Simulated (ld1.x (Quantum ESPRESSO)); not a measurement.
Values are calculated unless marked as measured or tabulated.
Hardness and transferability of assorted potentials

Generated with ld1.x 7.5 (TM, RRKJ, ultrasoft, PAW), atompaw 4.2 or ONCVPSP 4.0.1. The cutoff is in Ry: for ld1.x and atompaw files where the sum of valence levels is converged to 10 mRy in a Bessel basis, for ONCV files where the hardest occupied wave has 1 mHa per electron of residual kinetic energy. The error is the largest all-electron minus pseudo excitation energy over each file’s own four to seven test configurations (ionisations up to +4, promotions, holes and added fractions of an electron), all of which were solved. The labels leave out finer settings (local radius, basis sizes, second energies), which also bear on the numbers. Spin-polarised tests are not counted. The rows are a selection from randomly drawn settings: files with unsolved tests, undetermined cutoffs or missed reference levels are left out.

A true bound ghost makes a file unfit for plane-wave use even where its test errors are small: the radial tests pick states by their node count and pass the ghost by.

```tsv
element	potential	cutoff (Ry)	largest error (meV)	bound ghosts
Cl	TM, LDA (PZ), scalar-relativistic, rc 1.15/1.25/1.05 (spd), local smoothed, core correction no, reference 3s2 3p4.5	50	+508	none
Pd	TM, PBE, scalar-relativistic, rc 2.35/1.10/1.85 (spd), local smoothed, core correction yes, reference 4p6 4d8 5s0 5p0	140	-62	s
Sb	TM, PBEsol, scalar-relativistic, rc 1.80/1.70/2.98 (spd), local s, core correction yes, reference 5s2 5p1	35	-294	p
Ta	PAW, revPBE, scalar-relativistic, rc 1.80/2.00/3.10/2.35 (spdf), local smoothed, core correction yes, reference 5s2 5p6 5d3 6s0 6p0	21	-23	none
```

Fill in the row for Ge: PAW, LDA (PZ), scalar-relativistic, rc 1.95/2.55 (sp), local smoothed, core correction yes, reference 4s2 4p1.

cutoff 8 Ry, largest error -248 meV, bound ghosts: none.

Fill in the row for Al: PAW, PBE, scalar-relativistic, rc 1.80/2.80 (sp), local smoothed, core correction yes, reference 3s2 3p1.

cutoff 8 Ry, largest error -20 meV, bound ghosts: none.
